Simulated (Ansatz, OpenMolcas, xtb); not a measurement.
Ligand exchange: HBr + LiCl → HCl + LiBr

Gas-phase species: HBr (hydrogen bromide), singlet; LiCl, singlet; HCl (hydrogen chloride), singlet; LiBr, singlet. The partners trade Br for Cl: H–Br and Li–Cl bonds give way to H–Cl and Li–Br.

Shapes, held fixed at every level: PBE0-D4/def2-TZVP. Programs: Ansatz 0.2.0, OpenMolcas 26.06, xtb 6.7.1. The zero-point and thermal change to 298 K, harmonic and unscaled (PBE0-D4/def2-TZVP), is +1.6 kJ/mol.

```json
{"level": "GFN1-xTB", "kind": "semi-empirical", "ΔH(298 K) (kJ/mol)": "+22.7", "less CCSD(T)/def2-TZVPP": "+35.0"}
{"level": "PBE-D4/def2-TZVPP", "kind": "GGA", "ΔH(298 K) (kJ/mol)": "-9.6", "less CCSD(T)/def2-TZVPP": "+2.7"}
{"level": "B3LYP/6-31G* (Cartesian functions)", "kind": "global hybrid", "ΔH(298 K) (kJ/mol)": "-6.8", "less CCSD(T)/def2-TZVPP": "+5.5"}
{"level": "B3LYP-D4/def2-TZVPP", "kind": "global hybrid", "ΔH(298 K) (kJ/mol)": "-9.7", "less CCSD(T)/def2-TZVPP": "+2.6"}
{"level": "B2PLYP/def2-TZVPP", "kind": "double hybrid", "ΔH(298 K) (kJ/mol)": "-11.2", "less CCSD(T)/def2-TZVPP": "+1.1"}
{"level": "CCSD(T)/def2-SVP", "kind": "coupled cluster or CI", "ΔH(298 K) (kJ/mol)": "-17.3", "less CCSD(T)/def2-TZVPP": "-5.0"}
{"level": "CCSD/def2-TZVPP", "kind": "coupled cluster or CI", "ΔH(298 K) (kJ/mol)": "-12.6", "less CCSD(T)/def2-TZVPP": "-0.3"}
{"level": "CCSD(T)/def2-TZVPP", "kind": "coupled cluster or CI", "ΔH(298 K) (kJ/mol)": "-12.3", "less CCSD(T)/def2-TZVPP": "0.0"}
```

The highest level, CCSD(T)/def2-TZVPP, gives ΔH(298 K) = -12.3 kJ/mol; the levels span -17.3 to +22.7. They disagree on the sign: 1 of 8 are positive. The column of differences is taken from that level and isn't an error. No measured value is set beside it here. Relativity is left out for Br. Outer-core shells of Br, Li are correlated, in sets that cover them unevenly. Sets without diffuse functions underbind ionic bonds of s-block metals.
